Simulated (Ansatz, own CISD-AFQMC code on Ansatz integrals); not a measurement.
C3H4Si, SMILES `C#C[SiH]=C` (charge 0, multiplicity 1).

Cartesian coordinates (Å):
SMILES: C#C[SiH]=C
```xyz
8

C      2.1498    -0.9495     0.6925
C      1.2026    -0.2889     0.3412
Si    -0.1881     0.7274    -0.1836
C     -1.7493     0.1054    -0.4360
H      2.9811    -1.5368     1.0022
H      0.1593     2.1422    -0.3714
H     -1.9885    -0.9398    -0.2931
H     -2.5669     0.7400    -0.7518
```
Charge 0, multiplicity 1.

Frozen-core correlation energies in cc-pVDZ at a geometry from B3LYP-D3(BJ)/def2-TZVP, on an HF energy of -404.75133 Ha (<S^2> = 0.00, restricted and unstable towards unrestricted orbitals). Wave-function levels are from Ansatz, the walk from an own CISD-AFQMC code on Ansatz integrals (time step 0.005/Ha, trial state from CCSD amplitudes, largest double 0.13).

| level | correlation energy (mHa) |
|---|---|
| MP2 | -481.7 |
| CCSD | -518.9 |
| CCSD(T) | -541.6 |

Problem. What correlation energy does phaseless AFQMC give, and where does it lie among these levels?

Solution. -544.2 ± 0.4 mHa (one standard error). AFQMC minus each level: MP2 -62.4 mHa, CCSD -25.3 mHa, CCSD(T) -2.6 mHa.
